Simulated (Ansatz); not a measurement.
Isolated molecules relaxed with PBE0-D4/def2-TZVP in Ansatz; ΔE leaves out vibrations. CCSD(T)/CBS adds triple-zeta CCSD(T) − MP2 to the extrapolated MP2 energy (def2 sets, frozen cores). This one scheme is used for every species. DFT in def2-TZVPP. B3LYP here is the variant with VWN-RPA as its local correlation; programs differ in this. One conformer a species, not always the lowest.

Reaction (substitution at a C–B bond): `BCCCCl` + HCl → `ClCCCCl` + BH₃

`BCCCCl`:

```xyz
13

B     1.835   -0.107    1.130
C     0.632    0.444    0.330
C    -0.542   -0.483    0.057
C    -1.558    0.070   -0.915
Cl   -0.861    0.308   -2.546
H     2.012   -1.288    1.250
H     2.649    0.643    1.585
H     0.298    1.421    0.698
H     1.126    0.690   -0.633
H    -0.180   -1.448   -0.309
H    -1.076   -0.689    0.992
H    -1.930    1.045   -0.598
H    -2.403   -0.606   -1.042
```

HCl:

```xyz
2

Cl   -0.392    0.140   -0.485
H     0.392   -0.140    0.485
```

`ClCCCCl`:

Z-matrix (Å, degrees):
```
C
C 1 1.511
Cl 1 1.782 2 110.9
H 1 1.088 2 111.5 3 119.2
H 1 1.091 2 111.5 3 -118.9
C 2 1.512 1 112.8 3 178.0
H 2 1.095 1 109.3 3 58.2
H 2 1.092 1 109.8 3 -59.1
Cl 6 1.788 2 112.2 1 64.3
H 6 1.089 2 110.9 1 -176.8
H 6 1.090 2 111.8 1 -55.2
```

BH₃:

Cartesian coordinates in Å:
```
B 0.000 0.000 0.000
H -1.009 -0.441 0.460
H 0.851 -0.740 -0.391
H 0.157 1.181 -0.070
```

```json
{"level": "ωB97M-V", "ΔE (eV)": "0.71"}
{"level": "r2SCAN", "ΔE (eV)": "0.74"}
{"level": "B3LYP", "ΔE (eV)": "0.68"}
{"level": "HF/def2-TZVPP", "ΔE (eV)": "0.57"}
{"level": "MP2/def2-TZVPP", "ΔE (eV)": "0.68"}
{"level": "CCSD/def2-TZVPP", "ΔE (eV)": "0.69"}
{"level": "SCS-MP2/def2-QZVPP", "ΔE (eV)": "0.63"}
{"level": "HF/CBS(def2)", "ΔE (eV)": "0.57"}
```

Task: What does CCSD(T)/CBS give? (An estimate is asked.)

Result: Computed: +0.69 eV. The listed levels differ from it by 0.02, 0.05, -0.01, -0.12, -0.01, 0.00, -0.06, -0.12 eV.

Largest T1 diagnostic among the species: 0.009.

In def2-TZVPP, CCSD(T) changes the Hartree–Fock value by +0.12 eV (the triples alone add −0.00 eV) and MP2 by +0.12 eV.
